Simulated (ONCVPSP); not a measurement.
# Transferability test, ONCV potential for Cd

| Item | Value |
| --- | --- |
| Element | cadmium |
| Generator | ONCVPSP 4.0.1 |
| Type | optimised norm-conserving Vanderbilt (ONCV) |
| Functional | PBE |
| Relativity | scalar-relativistic |
| Frozen core | [Ar] 3d10 |
| Valence charge | 20 |
| Reference configuration | 4s2 4p6 4d10 5s1.5 (charge +0.5) |
| Partial waves | 4s+5s: rc 1.65 bohr, ncon 4, nbas 8, qcut 5.8 1/bohr, 2 projectors; 4p: rc 1.50 bohr, ncon 4, nbas 7, qcut 10.6 1/bohr, 2 projectors, debl 1 Ha; 4d: rc 1.45 bohr, ncon 4, nbas 9, qcut 11 1/bohr, 1 projector |
| Local potential | polynomial inside 1.15 bohr (lpopt 5, dvloc0 0 Ha) |
| Core correction | Teter function, fcfact 1.5, rcfact 1.25 |

In the p channel the program set the typed energies aside and used -2.617, 0.250 Ha.

Energies are relative to the spin-unpolarised reference configuration 4s2 4p6 4d10 5s1.5; without spin polarisation the order of configurations can differ from experiment.

| valence configuration | charge | ΔE all-electron (eV) | error AE − PS (meV) |
| --- | --- | --- | --- |
| 4s2 4p6 4d10 5s2 | 0 | -3.711 | +0.5 |
| 4s2 4p6 4d10 5s1 | +1 | 5.562 | -1.3 |
| 4s2 4p6 4d10 5s0 | +2 | 22.688 | -8.4 |
| 4s2 4p6 4d8 5s0 | +4 | 114.759 | -4.1 |
